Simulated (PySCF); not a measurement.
**Rh⁴⁴⁺ (rhodium, charge +44) across methods**

1s1, 2S determinant. Calculation: PySCF 2.14, in an even-tempered Gaussian basis (17 s from 79 bohr⁻², ratio 2.2; 7 p from 120 bohr⁻², ratio 2.4; 4 d from 360 bohr⁻², ratio 2.4; 3 f from 540 bohr⁻², ratio 2.4; 3 g from 810 bohr⁻², ratio 2.4); scalar relativity by spin-free X2C-1e.

| method | E (hartree) | mean ε 1s α (eV) | Σ⟨r²⟩ (bohr²) | ⟨S²⟩ |
| --- | --- | --- | --- | --- |
| LDA | -1039.33 | -27991.8 | 0.001355 | 0.750 |
| UHF | -1041.33592 | -28336.2 | 0.001350 | 0.750 |
| PBE0 | -1041.20 | -28109.2 | 0.001352 | 0.750 |
| revPBE | -1041.38 | -28036.7 | 0.001353 | 0.750 |
| r2SCAN | -1041.39 | -28068.9 | 0.001352 | 0.750 |
| TPSSh | -1041.38 | -28084.6 | 0.001352 | 0.750 |

Problem. Estimate the same row for PBE.

Solution. E (hartree) = -1041.16; mean ε 1s α (eV) = -28033.5; Σ⟨r²⟩ (bohr²) = 0.001353; ⟨S²⟩ = 0.750.

For one electron the Hartree and exchange-correlation energies should cancel; what remains is the self-interaction error.
